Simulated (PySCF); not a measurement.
# SMILES CC(=O)OCCCCl, C5H9ClO2

Geometry (Å), atoms numbered from 1 in this order:
```xyz
17

C     2.5418   -0.9298   -0.3704
C     1.1833   -0.3849   -0.0433
O     0.8955    0.7808    0.0337
O     0.3025   -1.3778    0.1552
C    -1.0298   -0.9979    0.4768
C    -1.8194   -0.6307   -0.7657
C    -3.2554   -0.2606   -0.4717
Cl   -4.1797   -1.6277    0.2346
H     2.8662   -1.6284    0.4138
H     2.4940   -1.4983   -1.3109
H     3.2560   -0.1051   -0.4677
H    -1.0094   -0.1505    1.1801
H    -1.4757   -1.8691    0.9740
H    -1.3416    0.2393   -1.2454
H    -1.7873   -1.4676   -1.4815
H    -3.3215    0.5682    0.2477
H    -3.7836    0.0341   -1.3877
```

Computed, not measured: PySCF, quadratic response CAM-B3LYP/aug-cc-pVDZ first hyperpolarisability, Taylor convention, gas phase. Geometry: PBE0-D3(BJ)/def2-SVP.

**Question.** Give the tensor of the static β(0;0,0) in the axes of these coordinates.

**Answer.** In au, Taylor convention; rows are the first index (the induced dipole):
|  | xx | yy | zz | xy | xz | yz |
| --- | --- | --- | --- | --- | --- | --- |
| x | +35.3 | -29.3 | +4.1 | -12.6 | -8.7 | +4.8 |
| y | -12.6 | +9.6 | +8.5 | -29.3 | +4.8 | +11.7 |
| z | -8.7 | +11.7 | +6.8 | +4.8 | +4.1 | +8.5 |

Norm of βᵢ = ⅓ Σⱼ (βᵢⱼⱼ + βⱼᵢⱼ + βⱼⱼᵢ): 15.2 au, hyper-Rayleigh value 23.2 au.
